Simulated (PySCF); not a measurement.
**Electronic structure of B (boron, neutral) at the UHF level**

Configuration: [He] 2s2 2p1, 2P determinant. Calculation: PySCF 2.14, in aug-cc-pVDZ; no relativity, point nucleus.

```
Total energy                                                  : -24.530574 hartree
One-electron energy                                           : -32.3570 hartree
Hartree (Coulomb) energy                                      : 11.5925 hartree
Exchange energy                                               : -3.7661 hartree
Kinetic energy                                                : 24.52364 hartree
⟨S²⟩                                                          : 0.7606
⟨L²⟩                                                          : 2.029
Sum of ⟨r⟩                                                    : 6.819 bohr
Sum of ⟨r²⟩                                                   : 15.89 bohr²
Traceless quadrupole moment −½Σ⟨3z² − r²⟩ along its main axis : -2.51 e·bohr²
Density at the nucleus (Gaussians lack the cusp)              : 68.9 bohr⁻³
Spin density at the nucleus                                   : 0.0386 bohr⁻³
Langevin diamagnetic susceptibility                           : -12.6 ×10⁻⁶ cm³/mol
Time after the integrals                                      : 0.06 s of wall time on 1 thread of Neoverse-V1 (shared host)
```

```tsv
shell	electrons	mean orbital energy (hartree)	rms radius, mean of both spins (bohr)
1s α	1	-7.70449	0.379
1s β	1	-7.68882	0.379
2s α	1	-0.54580	2.18
2s β	1	-0.44772	2.18
2p α	1	-0.31733	2.47
```
